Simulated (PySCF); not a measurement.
Species: CrF4 (triplet state).
Bonds: Cr1–F2, Cr1–F3, Cr1–F4, Cr1–F5.

Level of theory: PBE0-D3(BJ)/def2-SVP geometry optimisation, gas phase in PySCF 2.14.0.

Question: How far are the bound atoms from Cr1?

Answer: 4 atoms: F2 1.683 Å, F3 1.683 Å, F4 1.683 Å, F5 1.683 Å.

Question: List the angles at Cr1.

Answer: 
| angle | degrees | distance of the outer atoms (Å) |
| --- | --- | --- |
| F4–Cr1–F5 | 109.8 | 2.75 |
| F2–Cr1–F3 | 109.6 | 2.75 |
| F3–Cr1–F5 | 109.5 | 2.75 |
| F3–Cr1–F4 | 109.3 | 2.75 |
| F2–Cr1–F5 | 109.3 | 2.74 |
| F2–Cr1–F4 | 109.3 | 2.74 |

Question: What is the shape at Cr1?

Answer: Tetrahedral: angles from 109.3° to 109.8°; τ4 = (360° − α − β)/141° = 1.00 with α and β the two widest (0 for a square, 1 for a tetrahedron).

Question: What are the rotational constants (commonest isotopes, rigid rotor)?

Answer: A = 3532, B = 3527, C = 3512 MHz: a spherical top.

Point group: Td (tolerance 0.08 Å). Charge 0, triplet. ⟨S²⟩ = 2.014 (exact for a triplet: 2.00). No frequency check.
